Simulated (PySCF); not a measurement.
C7H11FOSi.
Numbering: `[CH3:1][C:2]#[C:3][Si@@H:4]([O:5][CH3:6])[C@H:7]1[CH2:8][C@@H:9]1[F:10]` (hydrogens: H11, H12, H13 on C1; H14 on Si4; H15, H16, H17 on C6; H18 on C7; H19, H20 on C8; H21 on C9)

Computed by this run: PySCF 2.14.0, PBE0-D3(BJ)/def2-SVP geometry optimisation, gas phase; density fitting, grid level 1; the optimiser is geomeTRIC in internal coordinates, started from a GFN2-xTB structure.

The end geometry, which sets the zero of energy:
```
atom  x, y, z in Å
C1      3.6166   -1.1862   -1.3490
C2      2.4347   -0.7144   -0.6530
C3      1.4370   -0.3236   -0.0698
Si4    -0.0681    0.2477    0.8002
O5     -0.7220    1.5673    0.0167
C6     -0.0290    2.7493   -0.2702
C7     -1.4218   -1.0150    0.7356
C8     -2.8834   -0.5884    0.7940
C9     -2.3040   -1.0968   -0.4697
F10    -2.6780   -2.3319   -0.8882
H11     4.0796   -0.3750   -1.9323
H12     3.3652   -2.0023   -2.0441
H13     4.3688   -1.5631   -0.6384
H14     0.3124    0.6159    2.1979
H15     0.2695    3.2851    0.6499
H16    -0.6868    3.4135   -0.8511
H17     0.8819    2.5581   -0.8659
H18    -1.2115   -1.9902    1.1885
H19    -3.5697   -1.2572    1.3196
H20    -3.1145    0.4782    0.8630
H21    -2.1439   -0.4102   -1.3077
```

Task: These geometries come from the run, each turned onto the end geometry. Order them by energy, lowest first.
A.
```
atom  x, y, z in Å
C1      3.6141   -1.2342   -1.3676
C2      2.4458   -0.7452   -0.6725
C3      1.4690   -0.3470   -0.0881
Si4    -0.0232    0.2818    0.8066
O5     -0.6843    1.5733    0.0699
C6     -0.0778    2.7945   -0.2234
C7     -1.4153   -0.9776    0.7332
C8     -2.8664   -0.5649    0.7554
C9     -2.2630   -1.1139   -0.4878
F10    -2.6324   -2.3724   -0.8791
H11     4.0543   -0.4391   -1.9689
H12     3.3379   -2.0609   -2.0212
H13     4.3532   -1.5841   -0.6475
H14     0.3601    0.5937    2.1910
H15     0.1920    3.3234    0.6938
H16    -0.7873    3.3975   -0.7916
H17     0.8275    2.6441   -0.8160
H18    -1.2009   -1.9131    1.2324
H19    -3.5630   -1.1912    1.2925
H20    -3.1031    0.4874    0.7735
H21    -2.1040   -0.4916   -1.3584
```
B.
```
atom  x, y, z in Å
C1      3.6512   -1.1851   -1.3481
C2      2.4478   -0.7217   -0.6844
C3      1.4336   -0.3329   -0.1289
Si4    -0.0638    0.2271    0.7593
O5     -0.7150    1.5562   -0.0091
C6     -0.0407    2.7552   -0.2562
C7     -1.4306   -1.0200    0.7270
C8     -2.8814   -0.5645    0.8031
C9     -2.3366   -1.1080   -0.4619
F10    -2.7434   -2.3426   -0.8467
H11     4.1251   -0.3716   -1.9192
H12     3.4260   -2.0045   -2.0484
H13     4.3861   -1.5565   -0.6166
H14     0.3271    0.5764    2.1602
H15     0.2068    3.2888    0.6801
H16    -0.6886    3.4101   -0.8588
H17     0.8987    2.5917   -0.8151
H18    -1.2253   -1.9878    1.1974
H19    -3.5723   -1.2135    1.3476
H20    -3.0959    0.5062    0.8616
H21    -2.1757   -0.4424   -1.3167
```
C.
```
atom  x, y, z in Å
C1      3.6659   -1.1659   -1.3500
C2      2.4546   -0.7157   -0.6958
C3      1.4331   -0.3355   -0.1474
Si4    -0.0723    0.2102    0.7396
O5     -0.6984    1.5562   -0.0284
C6     -0.0184    2.7555   -0.2584
C7     -1.4465   -1.0347    0.7303
C8     -2.8894   -0.5613    0.8099
C9     -2.3608   -1.1261   -0.4517
F10    -2.7944   -2.3564   -0.8162
H11     4.1408   -0.3467   -1.9137
H12     3.4535   -1.9851   -2.0559
H13     4.3951   -1.5352   -0.6106
H14     0.3143    0.5583    2.1456
H15     0.2109    3.2843    0.6861
H16    -0.6595    3.4134   -0.8669
H17     0.9311    2.6000   -0.8034
H18    -1.2498   -2.0018    1.2085
H19    -3.5904   -1.1966    1.3604
H20    -3.0914    0.5127    0.8580
H21    -2.1948   -0.4690   -1.3139
```

Result: B (0.003 eV), C (0.011 eV), A (0.110 eV).

In the order of the answer:

```
step  E above end (eV)  largest force (eV/Å)  rms force component (eV/Å)  rms distance from end (Å)  rms bond change (Å)  bond most changed (Å)
   2             0.003                  0.09                       0.025                      0.045                0.001           O5–C6 -0.002
   1             0.011                  0.26                       0.064                      0.068                0.002         Si4–H14 +0.004
   0             0.110                  1.94                       0.450                      0.073                0.016          Si4–O5 -0.041
```

The cost below is that of the whole optimisation. Hardware: one thread of an Arm Neoverse V1, on a shared host. Cost: 4.0 min.
